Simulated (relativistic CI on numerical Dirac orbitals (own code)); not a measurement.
## Slater and spin-orbit integrals, Ta¹⁷⁺

These numbers are calculated, not measured: Dirac-Coulomb-Breit CI, KLI orbitals optimised for each configuration, model QED, unscaled Slater integrals (own radial code, finite nucleus).

Slater integrals F^k, G^k are unscaled and averaged over j, outside the closed core [Ar] 3d10; ζ comes from projecting the Hamiltonian with its Breit term on Σ l·s of the shell.

- 4s2 4p6 4d10 4f10: F^2(4f,4f) = 191010, F^4(4f,4f) = 122580, F^6(4f,4f) = 89015, ζ(4f) = 5178.9 cm⁻¹; <r>(4f) = 0.5293, <r^2>(4f) = 0.3297 (bohr units).
- 4s2 4p6 4d10 4f9 5s: F^2(4f,4f) = 193820, F^4(4f,4f) = 124500, F^6(4f,4f) = 90452, ζ(4f) = 5351.2, G^3(4f,5s) = 34186 cm⁻¹; <r>(4f) = 0.523, <r^2>(4f) = 0.3215, <r>(5s) = 0.9183, <r^2>(5s) = 0.9384 (bohr units).
- 4s2 4p6 4d10 4f8 5s2: F^2(4f,4f) = 196870, F^4(4f,4f) = 126600, F^6(4f,4f) = 92021, ζ(4f) = 5526 cm⁻¹; <r>(4f) = 0.5162, <r^2>(4f) = 0.3128 (bohr units).

Averages of the first 10 configurations, taken without configuration mixing, which lowers the lowest level and can move excited configurations by several eV; other configurations of the list can lie among them:

```
       Configuration  Parity  States  Average energy above the lowest level (eV)
   4s2 4p6 4d10 4f10    even    1001                                        12.5
 4s2 4p6 4d10 4f9 5s     odd    4004                                        22.4
4s2 4p6 4d10 4f8 5s2    even    3003                                        39.4
    4s2 4p6 4d9 4f11     odd    3640                                       227.6
 4s2 4p6 4d10 4f9 6s     odd    4004                                       194.7
    4s2 4p6 4d8 4f12    even    4095                                       444.5
   4s2 4p5 4d10 4f11    even    2184                                       423.6
    4s 4p6 4d10 4f11     odd     728                                       567.9
   4s2 4p4 4d10 4f12    even    1365                                       835.1
       4p6 4d10 4f12    even      91                                      1125.8
```
